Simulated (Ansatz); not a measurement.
Consider the substitution at a C–O bond: `FCCCOCF` + H₂S → `FCCCS` + `OCF`.

Computed with Ansatz on PBE0-D4/def2-TZVP structures; ΔE is electronic, products minus reactants. CBS: MP2 limit from def2 TZ/QZ plus the TZ coupled-cluster correction, frozen cores. This one scheme is used for every species. DFT in def2-TZVPP. One conformer a species, not always the lowest.

```json
{"level": "PBE", "ΔE (eV)": "-0.25"}
{"level": "HF/def2-QZVPP", "ΔE (eV)": "-0.15"}
{"level": "MP2/def2-QZVPP", "ΔE (eV)": "-0.30"}
{"level": "MP2/CBS(def2)", "ΔE (eV)": "-0.32"}
```

Problem. What does CCSD(T)/CBS give? (Estimate.)

Solution. Computed: -0.24 eV. The listed levels differ from it by -0.01, 0.09, -0.06, -0.08 eV.

Largest T1 diagnostic among the species: 0.011.

In def2-TZVPP, CCSD(T) changes the Hartree–Fock value by −0.04 eV (the triples alone add −0.01 eV) and MP2 by −0.12 eV.
